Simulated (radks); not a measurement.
Task: Neutral hafnium, 72 electrons, occupied as [Xe] 4f14 5d1 6s2 6p1 (not the ground configuration). Method: scalar-relativistic Kohn-Sham, r2SCAN, spin-polarised, spherical densities, finite nucleus; open shells are filled with parallel spins first (spin-orbit coupling, left out, can overturn this in heavy ions); meta-GGA in the generalised Kohn-Sham scheme; Fermi nuclear charge, rms radius 5.347 fm; computed with a radial shooting solver on a logarithmic mesh with Libxc functionals. Some entries of the table are withheld. Estimate them.

orbital,occ.,eigenvalue (hartree),<1/r> (bohr^-1)
1s up,1,-2401.857,83.78
1s down,1,-2401.857,83.78
2s up,1,-411.7943,19.58
2s down,1,-411.7924,19.58
2p up,3,-361.5163,17.85
2p down,3,-361.5148,17.85
3s down,1,-94.27570,7.255
3s up,1,-94.27544,7.255
3p down,3,-79.18167,6.720
3p up,3,-79.18160,6.721
3d up,5,-61.28628,6.348
3d down,5,-61.28546,6.348
4s up,1,-19.29257,3.061
4s down,1,-19.29159,3.061
4p up,3,-14.31924,2.790
4p down,3,-14.31845,2.790
4d up,5,-7.85896,2.473
4d down,5,-7.85786,2.473
5s up,1,-2.66317,1.169
5s down,1,-2.64699,1.173
5p up,3,-1.48094,0.9798
5p down,3,-1.45737,0.9849
4f up,7,-0.75714,1.917
4f down,7,-0.75278,1.922
6s up,1,-0.26137,0.3788
6s down,1,-0.22256,0.3777
5d up,1,-0.19390,0.5852
5d down,0,-0.15573,0.5911
6p up,1,(1),(2)
6p down,0,(3),(4)

Result: 
(1) 6p up eigenvalue (hartree): -0.09746
(2) 6p up <1/r> (bohr^-1): 0.2813
(3) 6p down eigenvalue (hartree): -0.05689
(4) 6p down <1/r> (bohr^-1): 0.2878
